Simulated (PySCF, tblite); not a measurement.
Isomers of C4H7O2P, one GFN2-xTB conformer each. Single-point energies are computed at PBE0/pcSseg-1 (PySCF, gas phase, no added dispersion term), electronic only.

**Question.** Rank them by PBE0/pcSseg-1 energy, lowest first (kcal/mol).
A. `[CH2:1]=[CH:2][P:3](=[O:4])([OH:5])[CH:6]=[CH2:7]` with C1–C2–P3–O4 -10°, C2–P3–O5–H 124°, C2–P3–C6–C7 -120°
B. `[CH2:1]=[CH:2][PH:3][C:4](=[O:5])[O:6][CH3:7]` with C1–C2–P3–C4 114°, C2–P3–C4–O5 -126°, P3–C4–O6–C7 177°

**Answer.** A (0.0), B (17.8).

As drawn, the lower has an O–H bond and a P=O bond, which the higher lacks; the higher has a C=O bond and a C(=O)–O unit, which the lower lacks. GFN2-xTB itself gives, in the same order: 0.0, 30.2. Both levels put the same isomer lowest.

**Question.** Which frontier levels, dipoles and rotational constants go with these structures?

**Answer.** 
```csv
SMILES,"HOMO (eV, PBE0/pcSseg-1)",LUMO (eV),dipole (D),"A, B, C (MHz)"
C=CP(=O)(O)C=C,-8.08,-1.15,2.19,"2955, 1829, 1586"
C=CPC(=O)OC,-6.93,-0.35,2.22,"3786, 1366, 1185"
```

**Question.** What happens when harmonic zero-point energies from GFN2-xTB frequencies are added?

**Answer.** 
| SMILES | ZPE (kcal/mol) | electronic (kcal/mol) | with ZPE (kcal/mol) |
| --- | --- | --- | --- |
| C=CP(=O)(O)C=C | 63.3 | 0.0 | 0.0 |
| C=CPC(=O)OC | 63.3 | 17.8 | 17.8 |

The zero-point energies span 0.0 kcal/mol. The order is unchanged.
